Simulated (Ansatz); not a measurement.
Input for Ansatz (an electronic-structure program): R-BLYP/def2-TZVPPD on C2H6FN (a complex). Files ending in .json are basis or fitting sets from the Basis Set Exchange.

Ansatz 0.2 input:
```yaml
crystal:
  periodic: [false, false, false]
  atoms:
    - {symbol: C, position_ang: [-0.87117176, 0.98217052, 0.08530888]}
    - {symbol: N, position_ang: [-0.11875750, 0.13958578, 0.64317204]}
    - {symbol: C, position_ang: [0.56416924, -0.86247084, -0.15016902]}
    - {symbol: H, position_ang: [-1.37650676, 1.72740964, 0.69348369]}
    - {symbol: H, position_ang: [-1.04150251, 0.99873208, -0.99527204]}
    - {symbol: H, position_ang: [0.34360864, -0.78095898, -1.21971435]}
    - {symbol: H, position_ang: [1.63898639, -0.76360373, 0.00986895]}
    - {symbol: H, position_ang: [0.27397852, -1.85130364, 0.20846698]}
    - {symbol: F, position_ang: [0.22327355, 0.18140599, 3.22763293]}
    - {symbol: H, position_ang: [0.10230578, 0.15884233, 2.27062650]}
basis:
  gaussian:
    orbitals: def2-TZVPPD.json
hamiltonian:
  xc: {name: BLYP}
scf: {lower_state_search: off}
```

It printed:

```
WARN ansatz: RAYON_NUM_THREADS=1 ignored (pool sized by the plan → 1); use --threads N
Functional definition: BLYP
these checks for a lower state are left out or cut short: stability, starts, cluster_reference, orbital_swaps, neighbouring_geometries, increment
integrals: 0.13 GiB planned
1078 factors; their error is unknown
mean field: 1.21 GiB planned
mean field evaluation 1: about -6368.4867 eV, gradient 7.3e1 eV
mean field evaluation 2: about -6340.4157 eV, gradient 1.3e2 eV
mean field evaluation 4: about -6379.1084 eV, gradient 1.5e1 eV
mean field evaluation 8: about -6379.5352 eV, gradient 2.4e-1 eV
mean field evaluation 16: about -6379.5039 eV, gradient 6.5e-4 eV
mean field -6379.50387369 eV, -234.4424431749 hartree, gradient 1.3e-6 eV, S^2 0.000000; 0 other end points of the search recorded, 0 dependent functions left out
reference -6379.50425146 eV, -234.4424570580 hartree; 17, 17 occupied and 236, 236 virtual orbitals, 1078 factors
Total energy: -6379.50425146 eV, -234.4424570580 hartree
Checks for a lower state left out: stability, starts, cluster_reference, orbital_swaps, neighbouring_geometries, increment
```

Self-consistency was reached.

Cost: roughly 1.4 core-seconds.
